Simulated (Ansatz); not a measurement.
CHF, SMILES [CH]F (connectivity only; charge and spin as stated), neutral, multiplicity 1.

Geometry optimised at B3LYP-D3(BJ)/def2-TZVPD. The isomer is the one that the SMILES or the coordinates give; other isomers of the formula were not compared.

Two levels are set side by side: PBE/def2-TZVPD (Ansatz, an electronic-structure program) and CAM-B3LYP/def2-TZVPD (Ansatz). Energy differences of separate SCF runs at the same geometry; the states with an electron removed or added have multiplicity 2 and 2. Differences are taken from unrounded values.

| quantity | CAM-B3LYP |
|---|---|
| vertical ionisation energy (eV) | 10.63 |
| vertical electron affinity (eV) | 0.34 |
| vertical singlet–triplet gap (eV) | 0.76 |

Question: What does PBE give, and how far is it from CAM-B3LYP? (An estimate is asked for; the answer gives what the named calculation found.)

Answer: 
```tsv
quantity	PBE	PBE minus CAM-B3LYP
vertical ionisation energy (eV)	10.32	-0.31
vertical electron affinity (eV)	0.28	-0.06
vertical singlet–triplet gap (eV)	0.68	-0.08
```
